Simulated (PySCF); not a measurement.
C₂H₆Zn (SMILES [CH3][Zn][CH3]), singlet, at a GFN2-xTB geometry (such geometries of metal compounds can be far from the true shape); PySCF with HF/pcseg-1.

The PySCF input:
```python
from pyscf import gto, scf

mol = gto.Mole()
mol.atom = '''
    Zn   -0.00000000    0.00000000   -0.00000000
    C     1.58168783    0.22714311   -1.27171747
    H     2.29051525   -0.59164379   -1.18304619
    H     2.12813446    1.14546039   -1.07473949
    H     1.26208980    0.26198332   -2.30967418
    C    -1.58168783   -0.22714311    1.27171747
    H    -2.12813446   -1.14546039    1.07473949
    H    -2.29051525    0.59164379    1.18304619
    H    -1.26208980   -0.26198332    2.30967418
'''
mol.basis = 'pcseg-1'
mol.verbose = 5
mol.build()

mf = scf.RHF(mol)
mf.kernel()
mf.analyze()
```

The log (banner, timings and long lists left out):

```
PySCF version 2.14.0

[INPUT] verbose = 5
[INPUT] max_memory = 4000
[INPUT] num. atoms = 9
[INPUT] num. electrons = 48
[INPUT] charge = 0
[INPUT] spin (= nelec alpha-beta = 2S) = 0
[INPUT] symmetry False subgroup None
[INPUT] Mole.unit = angstrom
[INPUT] Symbol           X                Y                Z      unit          X                Y                Z       unit  Magmom
[...]
[INPUT] ---------------- BASIS SET ----------------
[INPUT] l, kappa, [nprim/nctr], expnt,             c_1 c_2 ...
[INPUT] Zn
[...]
                                12343.4           0.0142051    0    0    0    0
                                2808.89           0.0705093    0    0    0    0
                                793.234           0.245538    0    0    0    0
                                258.216            0.5    0    0    0    0
                                89.0002           0.39176    0    0    0    0
                                171.085              0 -0.0807753    0    0    0
                                20.4557              0  0.5    0    0    0
                                9.16604              0 0.38174    0    0    0
                                3.27921              0 0.0422389    0    0    0
                                2.40434              0    0  0.5    0    0
                                0.935398             0    0 0.25623    0    0
                                0.149043             0    0    0    1    0
                                0.0504596            0    0    0    0    1
[...]
                                483.159           0.0256552    0    0
                                155.392           0.118019    0    0
                                57.9545           0.333605    0    0
                                23.325             0.5    0    0
                                9.32731           0.267913    0    0
                                5.84243              0 0.297114    0
                                2.26759              0  0.5    0
                                0.833841             0 0.231863    0
                                0.195                0    0    1
[...]
                                24.713            0.11211    0
                                8.66791           0.336083    0
                                3.21585           0.522226    0
                                1.11531            0.5    0
                                0.331095             0    1
[...]
[INPUT] H
[...]
                                1.86871           0.15915    0
                                0.418208           0.5    0
                                0.1061               0    1
[...]
[INPUT] C
[...]
                                187.145           0.0449576    0    0
                                42.5126           0.197901    0    0
                                11.7393            0.5    0    0
                                3.50548           0.480364    0    0
                                5.39089              0 -0.070398    0
                                0.493341             0  0.5    0
                                0.149741             0    0    1
[...]
                                1.93658           0.224999    0
                                0.526296           0.5    0
                                0.136319             0    1
[...]
nuclear repulsion = 158.385982166871
number of shells = 22
number of NR pGTOs = 173
number of NR cGTOs = 89
basis = pcseg-1
ecp = {}

******** <class 'pyscf.scf.hf.RHF'> ********
method = RHF
initial guess = minao
damping factor = 0
level_shift factor = 0
DIIS = <class 'pyscf.scf.diis.CDIIS'>
diis_start_cycle = 1
diis_space = 8
diis_damp = 0
SCF conv_tol = 1e-09
SCF conv_tol_grad = None
SCF max_cycles = 50
direct_scf = True
direct_scf_tol = 1e-13
Set gradient conv threshold to 3.16228e-05
Initial guess from minao.
E1 = -2906.648138851513  E2 = 891.9752994672926  Ecoul = 974.1814124626173  Exc = -82.2061129953247
[...]
converged SCF energy = -1856.7571579797
Total Energy =                       -1856.757157979701105
[...]
0 Zn 4f-2       -0.09228   0.56304   0.48828   0.20748
0 Zn 4f-1        0.42648  -0.26656  -0.07217  -0.06380
0 Zn 4f+0        0.62352   0.26396  -0.33849  -0.33031
0 Zn 4f+1        0.00802  -0.47236   0.64880  -0.44509
0 Zn 4f+2        0.06917  -0.23196  -0.06004   0.70706
0 Zn 4f+3       -0.35533   0.41081  -0.12498  -0.34459
1 C 1s          -0.00000   0.00000   0.00000  -0.00001
1 C 2s          -0.00000   0.00000  -0.00000   0.00150
1 C 3s          -0.00000  -0.00000  -0.00000   0.00736
1 C 2px         -0.00002  -0.00103   0.00082  -0.00263
1 C 2py          0.00003   0.00149   0.00143  -0.00038
1 C 2pz         -0.00002  -0.00101   0.00127   0.00212
1 C 3px          0.00052  -0.00470   0.00373   0.00272
1 C 3py         -0.00066   0.00681   0.00651   0.00039
1 C 3pz          0.00052  -0.00463   0.00580  -0.00218
1 C 3dxy         0.00047  -0.00045  -0.00152   0.00397
1 C 3dyz         0.00076   0.00476   0.00419  -0.00319
1 C 3dz^2        0.00037  -0.00099   0.00207   0.00217
1 C 3dxz         0.00045   0.00164  -0.00275  -0.02224
1 C 3dx2-y2      0.00072   0.00411  -0.00342   0.01355
2 H 1s          -0.00004   0.00070   0.00016   0.00017
2 H 2s          -0.00127   0.00198   0.00046  -0.00200
2 H 2px         -0.00017  -0.00362  -0.00242  -0.00233
2 H 2py         -0.00010   0.00169  -0.00121   0.00199
2 H 2pz         -0.00003   0.00232  -0.00170   0.00021
3 H 1s           0.00001  -0.00021  -0.00069   0.00017
3 H 2s           0.00029  -0.00059  -0.00195  -0.00200
3 H 2px         -0.00028   0.00282   0.00305  -0.00192
3 H 2py          0.00025  -0.00077   0.00266  -0.00240
3 H 2pz         -0.00035   0.00143  -0.00215  -0.00006
4 H 1s           0.00003  -0.00049   0.00052   0.00017
4 H 2s           0.00098  -0.00139   0.00149  -0.00200
4 H 2px          0.00005   0.00150  -0.00118   0.00027
4 H 2py          0.00036  -0.00194  -0.00242  -0.00017
4 H 2pz         -0.00004  -0.00306   0.00299   0.00306
5 C 1s           0.00000  -0.00000  -0.00000   0.00001
5 C 2s           0.00000  -0.00000   0.00000  -0.00150
5 C 3s           0.00000   0.00000   0.00000  -0.00736
5 C 2px         -0.00002  -0.00103   0.00082  -0.00263
5 C 2py          0.00003   0.00149   0.00143  -0.00038
5 C 2pz         -0.00002  -0.00101   0.00127   0.00212
5 C 3px          0.00052  -0.00470   0.00373   0.00272
5 C 3py         -0.00066   0.00681   0.00651   0.00039
5 C 3pz          0.00052  -0.00463   0.00580  -0.00218
5 C 3dxy        -0.00047   0.00045   0.00152  -0.00397
5 C 3dyz        -0.00076  -0.00476  -0.00419   0.00319
5 C 3dz^2       -0.00037   0.00099  -0.00207  -0.00217
5 C 3dxz        -0.00045  -0.00164   0.00275   0.02224
5 C 3dx2-y2     -0.00072  -0.00411   0.00342  -0.01355
6 H 1s          -0.00001   0.00021   0.00069  -0.00017
6 H 2s          -0.00029   0.00059   0.00195   0.00200
6 H 2px         -0.00028   0.00282   0.00305  -0.00192
6 H 2py          0.00025  -0.00077   0.00266  -0.00240
6 H 2pz         -0.00035   0.00143  -0.00215  -0.00006
7 H 1s           0.00004  -0.00070  -0.00016  -0.00017
7 H 2s           0.00127  -0.00198  -0.00046   0.00200
7 H 2px         -0.00017  -0.00362  -0.00242  -0.00233
7 H 2py         -0.00010   0.00169  -0.00121   0.00199
7 H 2pz         -0.00003   0.00232  -0.00170   0.00021
8 H 1s          -0.00003   0.00049  -0.00052  -0.00017
8 H 2s          -0.00098   0.00139  -0.00149   0.00200
8 H 2px          0.00005   0.00150  -0.00118   0.00027
8 H 2py          0.00036  -0.00194  -0.00242  -0.00017
8 H 2pz         -0.00004  -0.00306   0.00299   0.00306
 ** Mulliken pop on meta-lowdin orthogonal AOs  **
 ** Mulliken pop  **
 ** Mulliken atomic charges  **
charge of    0Zn =      1.10575
charge of    1C =     -0.79716
charge of    2H =      0.08143
charge of    3H =      0.08143
charge of    4H =      0.08143
charge of    5C =     -0.79716
charge of    6H =      0.08143
charge of    7H =      0.08143
charge of    8H =      0.08143
Dipole moment(X, Y, Z, Debye):  0.00000, -0.00000,  0.00000
```
